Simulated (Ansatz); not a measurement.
`O=C=N[SiH](F)Cl` + H₂ → `F[SiH2]Cl` + `N=C=O` at 400 K and 1 bar (hydrogenolysis of the Si–N bond).

Calculated with Ansatz (gas phase, PBE0-D4/def2-TZVP geometries, no zero-point term in ΔE). CCSD(T)/CBS is the MP2 limit (def2-TZVPP, def2-QZVPP) plus CCSD(T) − MP2 in def2-TZVPP, frozen cores. This one scheme is used for every species. One conformer a species, not always the lowest.

| species | CCSD(T)/CBS energy (Eh) | H − E (kJ/mol) | S (J/(mol·K)) |
| --- | --- | --- | --- |
| `O=C=N[SiH](F)Cl` | -1017.33874 | 104.0 | 393.0 |
| H₂ | -1.17544 | 38.0 | 139.0 |
| `F[SiH2]Cl` | -849.96195 | 76.1 | 299.2 |
| `N=C=O` | -168.51995 | 72.4 | 252.4 |

H − E and S are ideal-gas, rigid-rotor, harmonic terms from PBE0-D4/def2-TZVP, for one conformer and one mirror image of each species. The MP2-based limit puts H₂ 0.8 mEh under its directly extrapolated value; such offsets cancel only in part. 1 Eh = 2625.50 kJ/mol, R = 8.31446 J/(mol·K).

By hand: ΔE, ΔH, ΔS and ΔG.

ΔE = (-849.96195) + (-168.51995) − (-1017.33874) − (-1.17544) = 0.03228 Eh = 84.8 kJ/mol. Δ(H − E) = 76.1 + 72.4 − 104.0 − 38.0 = 6.5, so ΔH = 91.3 kJ/mol. ΔS = 299.2 + 252.4 − 393.0 − 139.0 = 19.6 J/(mol·K). ΔG = 91.3 − 400 × (19.6)/1000 = 83.5 kJ/mol.

By hand: the equilibrium constant, and the temperature at which ΔG would vanish if ΔH and ΔS stayed fixed.

log₁₀ K = −ΔG/(RT ln 10) = -10.9. ΔG = 0 at ΔH/ΔS = 4658 K, far beyond where these terms or the molecules hold.

ΔH outweighs TΔS. A doubt of 5 kJ/mol in ΔE shifts log₁₀ K by 0.7 here. Other conformers and mirror images would add mixing entropy, several J/(mol·K) or more a flexible species. Modes under 60 cm⁻¹, often nearly free rotors, make the harmonic entropy too high. These are equilibria of isolated gas molecules and say nothing of rates. Largest T1 diagnostic: 0.018 (customary marks: 0.02 for closed shells, 0.045 for open ones).
